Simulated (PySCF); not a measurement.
**UHF on Nb (niobium, neutral)**

Configuration: [Kr] 4d4 5s1, high-spin 6D determinant. Computed with PySCF 2.14 in cc-pVDZ-PP with ECP28MDF, with a scalar-relativistic core potential.

```json
{
 "Total energy": "-56.147377 hartree",
 "One-electron energy": "-96.1360 hartree",
 "Hartree (Coulomb) energy": "46.3783 hartree",
 "Exchange energy": "-6.3897 hartree",
 "⟨S²⟩": "8.7541",
 "⟨L²⟩": "6.022",
 "Sum of ⟨r⟩": "22.69 bohr",
 "Sum of ⟨r²⟩": "54.11 bohr²",
 "Traceless quadrupole moment −½Σ⟨3z² − r²⟩ along its main axis": "-1.44 e·bohr²",
 "Time after the integrals": "0.16 s of wall time on 1 thread of Neoverse-V1 (shared host)"
}
```

| shell | electrons | mean orbital energy (hartree) | spread (hartree) | rms radius, mean of both spins (bohr) |
| --- | --- | --- | --- | --- |
| 4s α | 1 | -2.73236 | 0 | 1.25 |
| 4s β | 1 | -2.56635 | 0 | 1.25 |
| 4p α | 3 | -1.68904 | 0.02533 | 1.41 |
| 4p β | 3 | -1.46799 | 0.04382 | 1.41 |
| 4d α | 4 | -0.28995 | 0.03971 | 2.35 |
| 5s α | 1 | -0.22921 | 0 | 4.11 |

Energies and moments cover only the electrons outside the core potential.
